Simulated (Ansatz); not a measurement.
Job for Ansatz (a first-principles code): R-CCSD(T)/aug-cc-pV(D+d)Z on C2H8OSi (a complex). Files ending in .json are basis or fitting sets from the Basis Set Exchange.

Ansatz 0.2 input:
```yaml
crystal:
  periodic: [false, false, false]
  atoms:
    - {symbol: C, position_ang: [0.17191962, 0.23390376, -0.28015803]}
    - {symbol: O, position_ang: [-0.81601692, -0.03472223, 0.34573301]}
    - {symbol: H, position_ang: [1.15052900, 0.38757413, 0.21128807]}
    - {symbol: H, position_ang: [0.15313179, 0.34125618, -1.38118745]}
    - {symbol: C, position_ang: [-1.41403313, -0.52140670, 3.72084854]}
    - {symbol: Si, position_ang: [0.37569988, -0.05372470, 3.43322321]}
    - {symbol: H, position_ang: [-1.48765797, -1.50302828, 4.19279357]}
    - {symbol: H, position_ang: [-1.94880112, -0.55160050, 2.77167484]}
    - {symbol: H, position_ang: [-1.90455939, 0.20344069, 4.37329635]}
    - {symbol: H, position_ang: [1.11370235, -0.00860146, 4.72218568]}
    - {symbol: H, position_ang: [0.49657200, 1.28411214, 2.80366812]}
    - {symbol: H, position_ang: [1.06377708, -1.03762283, 2.56147042]}
basis:
  gaussian:
    orbitals: aug-cc-pV_D+d_Z.json
magnetization: {spin_polarized: false}
correlation: {method: ccsd_t, electrons: outside_noble_gas}
scf: {lower_state_search: off}
```

The head of its log:

```
Functional definition: HF
[...]
these checks for a lower state are left out or cut short: stability, starts, cluster_reference, orbital_swaps, neighbouring_geometries, increment
integrals: 0.65 GiB planned
1711 factors; integrals over basis functions are off by at most 1.1e-3 eV
mean field: 0.59 GiB planned
mean field evaluation 1: about -12082.8214 eV, gradient 4.0e1 eV
mean field evaluation 2: about -12082.8766 eV, gradient 4.0e1 eV
mean field evaluation 4: about -12086.8723 eV, gradient 4.8e0 eV
mean field evaluation 8: about -12086.9513 eV, gradient 3.6e-1 eV
mean field -12086.95242297 eV, -444.1873087137 hartree, gradient 4.2e-6 eV, S^2 0.000000; 0 other end points of the search recorded, 0 dependent functions left out
8 core orbitals not correlated
reference -12086.95242297 eV, -444.1873087137 hartree; 13, 13 occupied and 152, 152 virtual orbitals, 1711 factors
```

### Question
Predict the final total energy.

### Answer
-444.8723 hartree (reference determinant -444.1873, T1 diagnostic 0.013).
